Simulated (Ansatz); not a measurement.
`CO[Si]C` → `[CH2]` (triplet) + `CO[SiH]` at 500 K and 1 bar (formal loss of a carbene).

Gas-phase electronic energies from Ansatz, PBE0-D4/def2-TZVP geometries. CCSD(T)/CBS adds triple-zeta CCSD(T) − MP2 to the extrapolated MP2 energy (def2 sets, frozen cores). This one scheme is used for every species. Triplets are unrestricted, without spin–orbit coupling. Each species was taken in one conformer, which may not be the lowest.

```csv
species,CCSD(T)/CBS energy (Eh),H − E (kJ/mol),S (J/(mol·K))
`CO[Si]C`,-443.95718,245.8,384.6
`[CH2]` (triplet),-39.09499,62.7,213.9
`CO[SiH]`,-404.67988,158.5,317.8
```

H − E and S are ideal-gas, rigid-rotor, harmonic terms from PBE0-D4/def2-TZVP, for one conformer and one mirror image of each species, with the whole ground term of open shells counted as degenerate. 1 Eh = 2625.50 kJ/mol, R = 8.31446 J/(mol·K).

By hand: ΔE, ΔH, ΔS and ΔG.

ΔE = (-39.09499) + (-404.67988) − (-443.95718) = 0.18231 Eh = 478.7 kJ/mol. Δ(H − E) = 62.7 + 158.5 − 245.8 = -24.6, so ΔH = 454.1 kJ/mol. ΔS = 213.9 + 317.8 − 384.6 = 147.1 J/(mol·K). ΔG = 454.1 − 500 × (147.1)/1000 = 380.6 kJ/mol.

By hand: the equilibrium constant, and the temperature at which ΔG would vanish if ΔH and ΔS stayed fixed.

log₁₀ K = −ΔG/(RT ln 10) = -39.8. ΔG = 0 at ΔH/ΔS = 3087 K, far beyond where these terms or the molecules hold.

The number of gas molecules changes by +1, which sets the sign of ΔS. A doubt of 5 kJ/mol in ΔE shifts log₁₀ K by 0.5 here. Other conformers and mirror images would add mixing entropy, several J/(mol·K) or more a flexible species. Modes under 60 cm⁻¹, often nearly free rotors, make the harmonic entropy too high. A triplet takes part, so the spin changes. These are equilibria of isolated gas molecules and say nothing of rates. Largest T1 diagnostic: 0.015 (customary marks: 0.02 for closed shells, 0.045 for open ones).
